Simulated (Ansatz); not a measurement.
A nudged elastic band was laid between two geometries of BH5InN (8 atoms, charge 0, multiplicity 1).

Level of theory: RKS PBE0/def2-SVP in Ansatz 0.2.0.

```yaml
movable_images: 7
climbing_image: yes
spring: 5.0 eV/Å²
optimiser: quadratic models (default)
start_path: through a guess of the saddle point
force_threshold: 0.05 eV/Å
iteration_limit: 23
end_points: relaxed
```

First end point:

```xyz
8
Properties=species:S:1:pos:R:3
B 1.680 0.378 -0.882
In -0.340 0.655 0.068
N -1.331 -0.951 0.801
H 2.702 0.444 -0.237
H 1.804 0.179 -2.069
H -1.270 2.097 0.307
H -1.001 -1.908 0.777
H -2.245 -0.894 1.234
```

Last end point:

```xyz
8
Properties=species:S:1:pos:R:3
B 1.679 0.377 -0.881
In -0.339 0.657 0.071
N -1.327 -0.949 0.807
H 1.803 0.200 -2.072
H 2.700 0.420 -0.234
H -1.265 2.101 0.317
H -1.003 -1.908 0.765
H -2.248 -0.898 1.227
```

Problem. What changes between the two ends?

Solution. No bond is made or broken. The dihedral H5–B1–In2–N3 goes from 91 to -89°. The two ends are copies of one structure, up to a mirror image or an exchange of like atoms.

Problem. What energy profile does the band end with?

Solution. The run converged. The highest image is number 4 of 0 to 8, 1.8 kcal/mol above the ends, which have the same energy within 2 meV. A vibrational analysis at the climbing image gives one clearly imaginary mode, 164i cm⁻¹: a first-order saddle point.

| image | path coordinate (Å) | energy (kcal/mol) | dihedral H5–B1–In2–N3 (°) |
| --- | --- | --- | --- |
| 0 | 0.00 | 0.0 | 91 |
| 1 | 0.50 | 0.2 | 114 |
| 2 | 1.00 | 0.8 | 135 |
| 3 | 1.50 | 1.4 | 155 |
| 4 | 2.00 | 1.8 | 176 |
| 5 | 2.55 | 1.6 | -161 |
| 6 | 3.11 | 0.9 | -138 |
| 7 | 3.67 | 0.2 | -115 |
| 8 | 4.23 | 0.0 | -89 |

Problem. What is the geometry of the highest image?

Solution. 
```xyz
8
Properties=species:S:1:pos:R:3:forces:R:3
B 1.661 0.359 -0.895 -0.02 0.01 0.01
In -0.414 0.700 -0.026 0.01 -0.01 0.01
N -1.256 -0.908 0.883 0.01 0.03 -0.02
H 2.231 -0.697 -0.742 0.01 -0.02 0.01
H 2.247 1.209 -1.523 0.01 0.01 -0.02
H -1.469 2.071 0.045 0.00 0.00 0.00
H -0.821 -1.821 0.956 -0.01 -0.01 0.00
H -2.179 -0.915 1.302 0.00 -0.02 0.01
```

Problem. What are the harmonic wavenumbers there?

Solution. 164i, 111, 252, 330, 435, 480, 496, 582, 615, 676, 822, 1138, 1512, 1785, 2581, 2686, 3602, 3716 cm⁻¹.

Time of the run: 9.8 min on 1 CPU thread of a shared host.
